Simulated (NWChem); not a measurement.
System: SiH₄O₂; SMILES O[SiH2]O

Excerpt of the output:

```
             Northwest Computational Chemistry Package (NWChem) 7.3.0
             --------------------------------------------------------

                             Geometry "geometry" -> ""
                             -------------------------

 Output coordinates in angstroms (scale by  1.889725989 to convert to a.u.)

  No.       Tag          Charge          X              Y              Z
 ---- ---------------- ---------- -------------- -------------- --------------
    1 Si                  14.0000     0.00000000     0.00000000    -0.42551000
    2 O                    8.0000    -1.38529600     0.05113400     0.48931500
    3 O                    8.0000     1.38529600    -0.05113400     0.48931500
    4 H                    1.0000    -0.06513400     1.23672500    -1.24997500
    5 H                    1.0000     0.06513400    -1.23672500    -1.24997500
    6 H                    1.0000    -1.58657600    -0.73279900     1.00902800
    7 H                    1.0000     1.58657600     0.73279900     1.00902800

 Effective nuclear repulsion energy (a.u.)     119.3462982746

                              NWChem Property Module
                              ----------------------

  itol2e modified to match energy
  convergence criterion.

                                 NWChem DFT Module
                                 -----------------

 Summary of "ao basis" -> "ao basis" (spherical)
 ------------------------------------------------------------------------------
       Tag                 Description            Shells   Functions and Types
 ---------------- ------------------------------  ------  ---------------------
 Si                          6-31g*                  8       18   4s3p1d
 O                           6-31g*                  6       14   3s2p1d
 H                           6-31g*                  2        2   2s

  itol2e modified to match energy
  convergence criterion.

[...]

          -----------------------------------------
          Chemical Shielding Tensors (GIAO, in ppm)
          -----------------------------------------

                                NWChem CPHF Module
                                ------------------

  scftype          =     RHF
  nclosed          =       17
  nopen            =        0
  variables        =      629
  # of vectors     =        3
  tolerance        = 0.10D-03
  level shift      = 0.00D+00
  max iterations   =       50
  max subspace     =       30

 SCF residual:    1.1295314598419765E-005

Iterative solution of linear equations
  No. of variables      629
  No. of equations        3
  Maximum subspace       30
        Iterations       50
       Convergence  1.0D-04

   iter   nsub   residual    time
   ----  ------  --------  ---------
     1      3    2.60D-01       8.3
     2      6    9.38D-03       9.3
     3      9    5.07D-04      10.3
     4     12    1.80D-05      11.4

      Atom:    1  Si
        Diamagnetic
    885.6369     -0.2531      0.0000
     -0.2531    877.6479     -0.0000
      0.0000     -0.0000    880.9889

        Paramagnetic
   -447.3692     -4.7166      0.0000
     -4.7166   -465.6000     -0.0000
      0.0000     -0.0000   -449.7046

        Total Shielding Tensor
    438.2677     -4.9697      0.0000
     -4.9697    412.0479     -0.0000
      0.0000     -0.0000    431.2843

           isotropic =     427.2000
          anisotropy =      17.9671

          Principal Components and Axis System
                 1           2           3
              439.1780    431.2843    411.1376

      1         0.9836     -0.0000      0.1802
      2        -0.1802      0.0000      0.9836
      3         0.0000      1.0000      0.0000

      Atom:    2  O
        Diamagnetic
    397.3819      2.4872    -14.7461
      2.4872    386.9971     -7.4064
    -14.7461     -7.4064    390.6365

        Paramagnetic
   -108.7258     -1.6123     22.9131
     -1.6123   -164.9352     10.6458
     22.9131     10.6458    -97.4109

        Total Shielding Tensor
    288.6560      0.8748      8.1670
      0.8748    222.0618      3.2394
      8.1670      3.2394    293.2256

           isotropic =     267.9812
          anisotropy =      47.3478

          Principal Components and Axis System
                 1           2           3
              299.5464    282.4863    221.9108

      1         0.6015      0.7988     -0.0076
      2         0.0401     -0.0207      0.9990
      3         0.7978     -0.6012     -0.0445

      Atom:    3  H
        Diamagnetic
     25.5467     -0.6475      0.5113
     -0.6475     34.1036     -7.2113
      0.5113     -7.2113     30.0565

        Paramagnetic
     -0.2972      0.3994     -0.3115
      0.3994     -5.7254      2.7141
     -0.3115      2.7141     -2.3992

        Total Shielding Tensor
     25.2496     -0.2481      0.1998
     -0.2481     28.3782     -4.4972
      0.1998     -4.4972     27.6573

           isotropic =      27.0950
          anisotropy =       8.1723

          Principal Components and Axis System
                 1           2           3
               32.5432     25.2360     23.5059

      1        -0.0435      0.9990      0.0124
      2         0.7342      0.0236      0.6785
      3        -0.6776     -0.0387      0.7345

      Atom:    4  H
        Diamagnetic
     24.1171      6.0197     -6.6397
      6.0197     33.5119    -11.7832
     -6.6397    -11.7832     27.8705

        Paramagnetic
      4.6654     -1.9365      2.6302
     -1.9365     -1.1709      4.6922
      2.6302      4.6922      2.4515

[...]
```

Level: B3LYP/6-31G* (spherical d), GIAO. Structure relaxed at the PBE0/def2-SVP level. The output numbers the shielded atoms by their place in the input's list. The printed shielding anisotropy is the first printed principal value minus the mean of the other two.

### Question
Write an input that gives this output.

### Answer
Several could match; the one computed here: the input that was run:
```
start job
memory heap 200 mb stack 900 mb global 1100 mb
geometry units angstroms noautosym nocenter noautoz
  Si     0.000000     0.000000    -0.425510
  O     -1.385296     0.051134     0.489315
  O      1.385296    -0.051134     0.489315
  H     -0.065134     1.236725    -1.249975
  H      0.065134    -1.236725    -1.249975
  H     -1.586576    -0.732799     1.009028
  H      1.586576     0.732799     1.009028
end
basis spherical
  * library 6-31g*
end
dft
  xc b3lyp
  iterations 150
end
property
  shielding 4 1 2 4 6
end
task dft property
```
